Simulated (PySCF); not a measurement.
**Bonding in `C[C+](C)CC(C)C`**

Compound: C7H15 (charge +1).
SMILES with atom numbers: `[CH3:1][C+:2]([CH3:3])[CH2:4][CH:5]([CH3:6])[CH3:7]` (hydrogens: H8, H9, H10 on C1; H11, H12, H13 on C3; H14, H15 on C4; H16 on C5; H17, H18, H19 on C6; H20, H21, H22 on C7)

Structure used (GFN2-xTB), in Å, numbered top down from 1:
```xyz
22
C7H15 angstrom
C      1.9785   -1.1699   -0.1943
C      1.3258    0.0114    0.3450
C      1.7059    0.5046    1.6576
C      0.2785    0.6606   -0.4041
C     -1.1460    0.3288    0.2200
C     -2.1766    1.1649   -0.5215
C     -1.4527   -1.1538    0.1024
H      2.5393   -0.8864   -1.0921
H      1.2370   -1.8819   -0.5684
H      2.6537   -1.6560    0.5051
H      1.6790   -0.3001    2.3976
H      1.1145    1.3513    1.9951
H      2.7613    0.7989    1.6321
H      0.3626    1.7460   -0.3228
H      0.2538    0.3547   -1.4496
H     -1.1284    0.6205    1.2726
H     -2.2141    0.8982   -1.5742
H     -3.1590    0.9809   -0.0929
H     -1.9690    2.2280   -0.4371
H     -2.4814   -1.3276    0.4087
H     -0.8140   -1.7563    0.7434
H     -1.3592   -1.4973   -0.9256
```

Bond orders from the PBE0/pcSseg-1 density (PySCF). One conformer (not necessarily the lowest) at the GFN2-xTB geometry, without solvent, vibrations or thermal averaging.

(1) How far do the computed orders between heavy atoms stray from the drawn ones?

(2) Set the Mayer orders of the bonds between heavy atoms beside their lengths.

Results:

(1) The largest departure is 0.151, at C2–C3 (drawn single, 1.151). Drawn single, order above 1.12: C1–C2 (1.135), C2–C3 (1.151) and C2–C4 (1.147). Drawn single, order below 0.88: C4–C5 (0.875). The SMILES, with its formal charges, is one Lewis structure only.

(2) 
```
 bond  drawn as  length (Å)  Mayer order
C1–C2    single       1.453        1.135
C2–C3    single       1.453        1.151
C2–C4    single       1.442        1.147
C4–C5    single       1.590        0.875
C5–C6    single       1.520        1.041
C5–C7    single       1.519        1.013
```

Bonds between the same two heavy elements. C–C: lowest C4–C5 (0.875, 1.590 Å), highest C2–C3 (1.151, 1.453 Å).

And the bonds to hydrogen?

C–H: 0.87 to 0.96 (15 bonds).

Sum the orders of all bonds at each heavy atom with more than one neighbour and set the sums beside the valence in the SMILES.

C1 3.844 (drawn 4), C2 3.433 (drawn 3), C3 3.852 (drawn 4), C4 3.844 (drawn 4), C5 3.853 (drawn 4), C6 3.898 (drawn 4), C7 3.868 (drawn 4). Orders between atoms that aren't bonded are not in these sums.

For a closed shell the Mayer order of atoms A and B is Σ (PS)μν (PS)νμ over the basis functions μ on A and ν on B, with P the density and S the overlap matrix.
